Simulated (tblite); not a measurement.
Species: C₁₁H₇N₃.
Numbering: `[CH2:1]=[CH:2]/[CH:3]=[CH:4]/[CH:5]=[CH:6]/[C:7]([C:8]#[N:9])=[C:10]([C:11]#[N:12])[C:13]#[N:14]` (hydrogens: H15, H16 on C1; H17 on C2; H18 on C3; H19 on C4; H20 on C5; H21 on C6)

Cartesian coordinates in Å at the GFN2-xTB level; atoms count from 1:
```xyz
21
C11H7N3 angstrom
C      4.850   -0.135    0.939
C      3.792    0.153    0.177
C      2.440   -0.067    0.596
C      1.360    0.219   -0.168
C      0.027   -0.005    0.262
C     -1.061    0.279   -0.500
C     -2.402    0.055   -0.070
C     -2.625   -0.494    1.219
N     -2.793   -0.938    2.261
C     -3.502    0.346   -0.847
C     -3.379    0.893   -2.140
N     -3.277    1.338   -3.192
C     -4.818    0.114   -0.398
N     -5.894   -0.069   -0.045
H      4.736   -0.554    1.925
H      5.857    0.038    0.602
H      3.932    0.573   -0.810
H      2.296   -0.487    1.583
H      1.500    0.639   -1.156
H     -0.113   -0.425    1.251
H     -0.936    0.698   -1.490
```

The geometry is computed with GFN2-xTB (gas phase).

Masses are those of the commonest isotopes; rigid-rotor values at the optimised geometry. The values belong to one conformer with, in the numbering `[CH2:1]=[CH:2]/[CH:3]=[CH:4]/[CH:5]=[CH:6]/[C:7]([C:8]#[N:9])=[C:10]([C:11]#[N:12])[C:13]#[N:14]`, C1–C2–C3–C4 180°, C3–C4–C5–C6 180°, C5–C6–C7–C8 0°.

(1) What are A, B and C (MHz)?

(2) What kind of rotor is it?

(3) Is it planar, by Δ = Ic − Ia − Ib?

(4) Estimate the classical rotational partition function at 200 K, 298.15 K and 500 K.

## Answers

(1) Ia = 340.74, Ib = 1890.24, Ic = 2230.98 u·Å²; 505379 MHz·u·Å²/I gives A = 1483, B = 267.4, C = 226.5 MHz.

(2) A near-prolate asymmetric top. Ray's parameter κ = (2B − A − C)/(A − C) = -0.935; −1 is the prolate and +1 the oblate limit.

(3) Planar: Δ = Ic − Ia − Ib = 0.00 u·Å². For a rigid frame Δ = −2 Σ m c², so it vanishes when all atoms lie in the ab plane; here none is more than 0.01 Å from it.

(4) Point group Cs, symmetry number σ = 1; q = (√π/σ)·√((kT/h)³/(ABC)), k/h = 20836.6 MHz/K: 1590000 at 200 K, 2900000 at 298.15 K, 6290000 at 500 K.

Its GFN2-xTB frequencies are all real (lowest 35 cm⁻¹). No vibrational averaging or centrifugal distortion is included, and the geometry carries the error of its method.
